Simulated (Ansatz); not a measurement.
Total energies of C6H5Cl3Ge (`[Cl][Ge]([Cl])([Cl])[c]1ccccc1`).

Cartesian coordinates in Å:
```
Cl -1.198 1.902 -3.036
Ge -1.243 -0.014 -2.093
Cl -3.301 -0.503 -1.791
Cl -0.459 -1.460 -3.453
C -0.246 0.002 -0.449
C 0.365 -1.164 0.001
C 1.058 -1.157 1.201
C 1.141 0.009 1.948
C 0.534 1.172 1.497
C -0.161 1.172 0.298
H 0.310 -2.075 -0.585
H 1.537 -2.064 1.552
H 1.686 0.013 2.885
H 0.603 2.084 2.079
H -0.626 2.085 -0.056
```

Total charge 0; spin multiplicity 1. Correlated methods include outer-core shells of Ge, which these sets cover unevenly. Scalar relativity is left out up to krypton. Geometry: relaxed with PBE0-D4/def2-TZVP. It is one conformer, not always the lowest. Basis def2-TZVPP, the Gaussian-basis code of Ansatz.

RPA on PBE orbitals: Hartree–Fock energy of these orbitals -3684.14598 Eh, correlation -2.75443 Eh (frozen core).

```tsv
functional	energy without D4 (Eh)	D4 term (kJ/mol)
PBE	-3688.34283	-61.2
r2SCAN	-3689.29448	-16.1
B97M-V	-3688.80096	–
B3LYP	-3689.61001	-98.5
r2SCANh	-3689.27198	-17.3
r2SCAN0	-3689.24063	-19.2
HSE06 (plane-wave form)	-3688.49693	-49.9
ωB97X-V	-3689.06583	–
ωB97M-V	-3689.25882	–
B2PLYP	-3688.56578	–
```

(1) Give the same for LDA (SPW92), revPBE, BLYP, PBE0, BHLYP, CAM-B3LYP, LC-ωPBE, PBE-QIDH. (Estimate.)

B3LYP takes the VWN-RPA correlation (the form of Gaussian; ORCA's B3LYP/G). HSE06 is the plane-wave form, built on full-range PBE exchange. The double hybrids freeze the cores in their second-order part.

Answers

(1) The calculation gave: 
```json
{"functional": "LDA (SPW92)", "energy without D4 (Eh)": "-3679.78710", "D4 term (kJ/mol)": "–"}
{"functional": "revPBE", "energy without D4 (Eh)": "-3689.03714", "D4 term (kJ/mol)": "-166.3"}
{"functional": "BLYP", "energy without D4 (Eh)": "-3689.46338", "D4 term (kJ/mol)": "-130.3"}
{"functional": "PBE0", "energy without D4 (Eh)": "-3688.53198", "D4 term (kJ/mol)": "-52.9"}
{"functional": "BHLYP", "energy without D4 (Eh)": "-3689.36115", "D4 term (kJ/mol)": "-79.7"}
{"functional": "CAM-B3LYP", "energy without D4 (Eh)": "-3689.54971", "D4 term (kJ/mol)": "-54.8"}
{"functional": "LC-ωPBE", "energy without D4 (Eh)": "-3688.69190", "D4 term (kJ/mol)": "–"}
{"functional": "PBE-QIDH", "energy without D4 (Eh)": "-3687.92179", "D4 term (kJ/mol)": "–"}
```

LC-ωPBE has ω = 0.4 bohr⁻¹.
